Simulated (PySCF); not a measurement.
C₄H₅BrClFSi₂.
SMILES with atom numbers: `[F:1][C:2]1=[CH:3][Si@@H:4]([Cl:5])[CH:6]=[CH:7][Si@@H:8]1[Br:9]` (hydrogens: H10 on C3; H11 on Si4; H12 on C6; H13 on C7; H14 on Si8)

Structure used (PBE0-D3(BJ)/def2-SVP), in Å, numbered top down from 1:
```xyz
14
C4H5BrClFSi2 angstrom
F      1.3562    2.6187   -0.2633
C      0.6527    1.4873   -0.1246
C     -0.6552    1.5386    0.1580
Si    -1.7124    0.0310    0.3645
Cl    -3.2256    0.0620   -1.0564
C     -0.7184   -1.5277    0.1064
C      0.5963   -1.5720   -0.1781
Si     1.6823   -0.0725   -0.3713
Br     3.2713   -0.0994    1.1868
H     -1.1063    2.5347    0.2625
H     -2.3883    0.0184    1.6905
H     -1.2661   -2.4775    0.1916
H      1.0784   -2.5519   -0.3046
H      2.3675   -0.0255   -1.6901
```

Computed with TDDFT B3LYP/def2-SVPD, vertical, gas phase, core orbitals frozen in the response (PySCF 2.14.0, density-fitted response routines). Relativistic effects, spin–orbit coupling among them, are left out although an element past zinc is present.

Transition dipole moments from the ground state, in atomic units and in the frame of the coordinates above (overall signs are arbitrary), for the states with f of 0.002 or more among the lowest 6:

```json
{"state": "S1", "E (eV)": "4.954", "μx": "0.123", "μy": "-0.075", "μz": "-0.035"}
{"state": "S2", "E (eV)": "5.182", "μx": "-0.514", "μy": "-0.041", "μz": "-0.051"}
{"state": "S3", "E (eV)": "5.305", "μx": "0.243", "μy": "0.108", "μz": "0.021"}
{"state": "S4", "E (eV)": "5.579", "μx": "0.304", "μy": "0.138", "μz": "-0.070"}
{"state": "S5", "E (eV)": "5.707", "μx": "0.540", "μy": "-0.155", "μz": "0.031"}
{"state": "S6", "E (eV)": "5.857", "μx": "0.006", "μy": "-0.123", "μz": "-0.001"}
```

Q: What oscillator strength does each state have?

A: f = (2/3) ΔE |μ|² with ΔE in hartree (27.2114 eV).

```
state  |μ|² (au)  |μ| (D)      f
   S1      0.022     0.38  0.003
   S2      0.269     1.32  0.034
   S3      0.071     0.68  0.009
   S4      0.116     0.87  0.016
   S5      0.316     1.43  0.044
   S6      0.015     0.31  0.002
```

Q: Which bond between heavy atoms lies closest to the direction of the S5 transition dipole?

A: C2–C3 and C6–C7, at 21° from it; next C2–Si8, Si4–Cl5 and Si4–C6 at 42°.

Q: What angle do the transition dipoles of S2 and S5 make?

A: |cos θ| = |μa·μb| / (|μa| |μb|) = 0.94, so θ ≈ 21° (taken between 0 and 90°, since the signs are arbitrary).

Q: How is the summed strength of these states shared among x, y and z?

A: (2/3) Σ ΔE μα² gives 0.096 for x, 0.011 for y and 0.001 for z, 0.108 in all.

Q: What peak molar absorption coefficient would the strongest computed level give as a lone Gaussian band 0.4 eV wide at half height?

A: ε(max) = 2.175×10⁸ f / FWHM, with the width in cm⁻¹. S5: 2.175×10⁸ × 0.0442 / 3226 ≈ 3000 L mol⁻¹ cm⁻¹.
